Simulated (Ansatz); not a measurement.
# Reading a saddle point

A first-order saddle point of Si$_{2}$NH$_{8}$Cl, closed shell, PBE0-D4/def2-TZVP, with one imaginary mode of 755i cm⁻¹:

| atom | x (Å) | y (Å) | z (Å) |
| --- | --- | --- | --- |
| Si1 | -0.8796 | -0.1907 | 0.2068 |
| Cl2 | 0.3778 | -2.1627 | -1.0983 |
| H3 | -1.9173 | -0.4587 | -0.8001 |
| H4 | -1.1353 | 1.1727 | 0.7825 |
| N5 | -0.6308 | -1.1357 | 1.5755 |
| H6 | 0.4978 | -0.4570 | -0.8479 |
| Si7 | 0.9622 | 1.2295 | -0.8749 |
| H8 | -0.2844 | -2.0779 | 1.5070 |
| H9 | -0.5512 | -0.7184 | 2.4870 |
| H10 | 1.5574 | 1.7396 | 0.3823 |
| H11 | 2.0130 | 0.8753 | -1.8609 |
| H12 | -0.0097 | 2.1841 | -1.4592 |

Program: Ansatz 0.2.0. Basis: def2-TZVPP and def2-QZVPP. Cores are frozen in the correlated methods. Extrapolation: Hartree–Fock as exp(−7.88 √X), correlation as X^−2.97.

(1) Which contacts change along the imaginary mode, and what lies on either side? (A judgement: the text doesn't fix the answer.)

(2) Which side is lower, and how far does the saddle lie above each? (Judge from chemistry; the value comes from the calculation.)

T1 diagnostic: at most 0.014.

Results:

(1) The calculation gives: The step is SiNH₄Cl ([NH2][SiH2][Cl]) + SiH₄ → Si₂NH₇ ([NH2][SiH2][SiH3]) + HCl, with the molecules in contact on both sides. Shortening one way: Si1–Si7, Cl2–H6; lengthening the same way: Si1–Cl2, H6–Si7.
```
   pair  one side (Å)  saddle (Å)  other side (Å)
Si1–Si7          4.05        2.56            2.36
 Cl2–H6          3.60        1.73            1.29
Si1–Cl2          2.07        2.68            4.02
 H6–Si7          1.48        1.75            2.98
```

(2) By the calculation: The side with Si1–Cl2, H6–Si7 short is lower by 116.2 kJ/mol; the saddle lies 241.0 kJ/mol above it and 124.8 kJ/mol above the other (CCSD(T) at an estimated basis limit (MP2 extrapolated from triple and quadruple zeta, plus CCSD(T) − MP2 in triple zeta); electronic energies).

Labels in which every atom is bracketed show which atoms are joined, not bond orders.

For scale, one of the runs: CCSD(T)/def2-TZVPP, 269 basis functions, launched by `ansatz run in.yaml --threads 4 --pin off --events-out ev --progress --plain --max-ram 9574MiB`. Hardware: 4 CPU threads of an Intel Xeon, shared host. Wall time 2.9 min; peak host memory 6.3 GiB.
